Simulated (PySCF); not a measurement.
SMILES Cc1ccsc1-c1cccs1, singlet, GFN2-xTB optimised geometry.

```
19

C      2.56     0.54    -0.02
C      1.63    -0.62     0.00
C      2.08    -1.96     0.01
C      1.07    -2.87     0.02
S     -0.47    -2.12     0.02
C      0.26    -0.53     0.00
C     -0.60     0.61     0.00
C     -1.97     0.61     0.00
C     -2.53     1.90     0.00
C     -1.59     2.88     0.00
S      0.00     2.24     0.00
H      2.40     1.16    -0.90
H      3.59     0.20    -0.02
H      2.41     1.17     0.86
H      3.12    -2.23     0.00
H      1.14    -3.94     0.03
H     -2.55    -0.30     0.00
H     -3.59     2.09     0.00
H     -1.73     3.94     0.00
```

Density from PySCF with PBE/def2-SVP at that geometry.

Minimum of the electron density along straight lines between bonded atoms, close to the bond critical point (lines longer than 1.1 times the sum of covalent radii, or with two minima, are not listed):

| bond | length / Å | ρ at the minimum / e bohr⁻³ | ∇²ρ there / e bohr⁻⁵ | position (fraction from the first atom) |
|---|---|---|---|---|
| C1–C2 | 1.491 | ___ | ___ | 0.49 |
| C2–C3 | 1.415 | 0.292 | -0.68 | 0.50 |
| C3–C4 | 1.356 | 0.321 | -0.79 | 0.49 |
| C4–S5 | 1.717 | 0.215 | -0.45 | 0.47 |
| C2–C6 | 1.377 | 0.310 | -0.73 | 0.49 |
| S5–C6 | 1.747 | 0.204 | -0.39 | 0.54 |
| C6–C7 | 1.429 | 0.281 | -0.66 | 0.50 |
| C7–C8 | 1.373 | 0.313 | -0.75 | 0.51 |
| C8–C9 | 1.406 | 0.296 | -0.70 | 0.50 |
| C9–C10 | 1.359 | 0.320 | -0.78 | 0.49 |
| C7–S11 | 1.743 | 0.205 | -0.40 | 0.47 |
| C10–S11 | 1.718 | 0.215 | -0.45 | 0.47 |
| C1–H12 | 1.090 | 0.273 | -0.98 | 0.63 |
| C1–H13 | 1.087 | 0.275 | -1.00 | 0.63 |
| C1–H14 | 1.090 | 0.272 | -0.98 | 0.63 |
| C3–H15 | 1.076 | 0.281 | -1.05 | 0.63 |
| C4–H16 | 1.072 | 0.283 | -1.09 | 0.64 |
| C8–H17 | 1.076 | 0.281 | -1.06 | 0.63 |
| C9–H18 | 1.075 | 0.282 | -1.06 | 0.63 |
| C10–H19 | 1.072 | 0.283 | -1.08 | 0.64 |

### Question
What belongs in the gaps?

### Answer

- C1–C2, ρ at the minimum / e bohr⁻³: 0.253
- C1–C2, ∇²ρ there / e bohr⁻⁵: -0.57
